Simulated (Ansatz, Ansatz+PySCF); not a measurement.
| atom | x (Å) | y (Å) | z (Å) |
| --- | --- | --- | --- |
| N | 0.0000 | 0.0000 | -0.8508 |
| N | 0.0000 | 0.0000 | 0.8508 |

Basis set: STO-3G (spherical functions). Frozen core: 2 orbitals. Charge 0, multiplicity 1.

Computed with Ansatz (development build ahead of 0.2.0); each method stands on the lowest determinant of its kind that the runs found. Restricted open shells among the atoms or ions are ROHF, correlated in semicanonical orbitals with singles. Restricted functionals stand beside restricted open-shell atoms, which can lie above the unrestricted atoms usual in DFT and then raise those values.

The atomization energy at this shape (free ground-state atoms in the same class of orbitals less the molecule, no zero-point energy) of singlet N₂:

```tsv
method	atomization energy
PBE0 (restricted)	0.40 eV
UHF-CCSD(T)	1.62 eV
UHF-MP2	0.38 eV
RHF-MP2	-4.29 eV
RHF	-7.07 eV
UHF	-0.07 eV
```

(1) What does PBE0 (unrestricted) give?

Answers

(1) 2.52 eV. Caution for PBE0 (unrestricted), UHF-CCSD(T), UHF-MP2, UHF: the unrestricted determinant is a mixture of spin states. Caution for PBE0 (restricted), RHF-MP2, RHF: an unrestricted determinant lies well below. Caution for UHF-CCSD(T), UHF-MP2, RHF-MP2: another reference gives a lower total. Caution for UHF-CCSD(T), UHF-MP2: large amplitudes, a single reference is doubtful. Caution for UHF-CCSD(T), UHF-MP2, RHF-MP2, RHF, UHF: the determinant may break the point group. Caution for UHF-CCSD(T), RHF-MP2: the program doubts this total. Caution for RHF-MP2: bonds are stretched, where a single reference can fail. Caution for RHF-MP2, RHF: the molecule lies well above its atoms at this level.

This basis has no polarisation functions and is too small for such energies, which can lie far from measured ones in either direction.
